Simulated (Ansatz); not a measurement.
Ansatz (a quantum-chemistry and plane-wave program) input (B3LYP-D3(BJ)/def2-TZVP):

Ansatz 0.2 input:
```yaml
crystal:
  periodic: [false, false, false]
  atoms:
    - {symbol: C, position_ang: [-0.14769012, -0.24104077, -0.64356473]}
    - {symbol: C, position_ang: [-1.34015027, -0.29810277, 0.22777237]}
    - {symbol: Cl, position_ang: [-2.17680601, 1.13482414, 0.56776764]}
    - {symbol: C, position_ang: [1.09327205, 0.33166544, 0.06442476]}
    - {symbol: Cl, position_ang: [1.61845419, -0.74074819, 1.38677605]}
    - {symbol: H, position_ang: [0.08250631, -1.24767284, -0.99711602]}
    - {symbol: H, position_ang: [-0.34258104, 0.40386995, -1.50520333]}
    - {symbol: H, position_ang: [-1.50309979, -1.10881841, 0.91408171]}
    - {symbol: H, position_ang: [1.93012021, 0.41584903, -0.62829947]}
    - {symbol: H, position_ang: [0.87144296, 1.30210392, 0.50745745]}
basis:
  gaussian:
    orbitals: def2-TZVP
hamiltonian:
  xc: b3lyp
  dispersion: d3bj
magnetization: {spin_polarized: true, initial_magnetization: 1}
relax: {f_tol: 0.002, max_steps: 150}
```

End of the output:

```
the calculation of the forces begins
reference -28239.37349377 eV, -1037.7778345612 hartree; 29, 28 occupied and 168, 169 virtual orbitals, 1286 factors
relax step   9: F+E_penalty+E_count = -28239.81201192 eV  Δ(F+E_penalty+E_count) = -2.348e-5 eV  max|allowed force component| = 4.252e-3 eV/Å  Δτ_max = 0.0149 Å  (34 SCF iters, accepted)
these checks for a lower state are left out or cut short: starts, cluster_reference, orbital_swaps, neighbouring_geometries, increment
integrals: 0.13 GiB planned
1286 factors; their error is unknown
mean field: 1.65 GiB planned
mean field -28239.37335831 eV, -1037.7778295833 hartree, gradient 1.1e-5 eV, S^2 0.754600; 0 other end points of the search recorded, 0 dependent functions left out
the calculation of the forces begins
reference -28239.37363138 eV, -1037.7778396184 hartree; 29, 28 occupied and 168, 169 virtual orbitals, 1286 factors
relax step  10: F+E_penalty+E_count = -28239.81201738 eV  Δ(F+E_penalty+E_count) = -5.457e-6 eV  max|allowed force component| = 1.291e-3 eV/Å  Δτ_max = 0.0028 Å  (35 SCF iters, accepted)
integrals: 0.13 GiB planned
1286 factors; their error is unknown
mean field: 1.65 GiB planned
mean field evaluation 96: about -28239.3347 eV, gradient 2.6e-1 eV
mean field -28239.37335831 eV, -1037.7778295833 hartree, gradient 1.1e-5 eV, S^2 0.754600; 1 other end points of the search recorded, 0 dependent functions left out
the calculation of the forces begins
reference -28239.37363138 eV, -1037.7778396184 hartree; 29, 28 occupied and 168, 169 virtual orbitals, 1286 factors
Total energy: -28239.81229045 eV, -1037.7939600417 hartree
Atom 0 at    -0.138495    -0.246696    -0.632359 Å, force    -0.000080     0.001291     0.000067 eV/Å
Atom 1 at    -1.350462    -0.308324     0.218331 Å, force     0.000424     0.000580    -0.000156 eV/Å
Atom 2 at    -2.116414     1.155899     0.679332 Å, force    -0.000121     0.000035    -0.000030 eV/Å
Atom 3 at     1.093781     0.343284     0.053180 Å, force    -0.000223    -0.000396    -0.000466 eV/Å
Atom 4 at     1.641310    -0.679970     1.435585 Å, force    -0.000283    -0.000095    -0.000374 eV/Å
Atom 5 at     0.095056    -1.253922    -0.983794 Å, force     0.000269    -0.000198    -0.000083 eV/Å
Atom 6 at    -0.335322     0.373865    -1.514853 Å, force     0.000220    -0.000809     0.001078 eV/Å
Atom 7 at    -1.618162    -1.166538     0.813495 Å, force     0.000136    -0.000340    -0.000018 eV/Å
Atom 8 at     1.931702     0.406350    -0.636836 Å, force     0.000113    -0.000213     0.000081 eV/Å
Atom 9 at     0.882474     1.327982     0.462016 Å, force    -0.000455     0.000144    -0.000098 eV/Å
Dipole moment:     0.032465     0.014930    -0.367714 e Å
```

It need not be the lowest isomer of its formula.
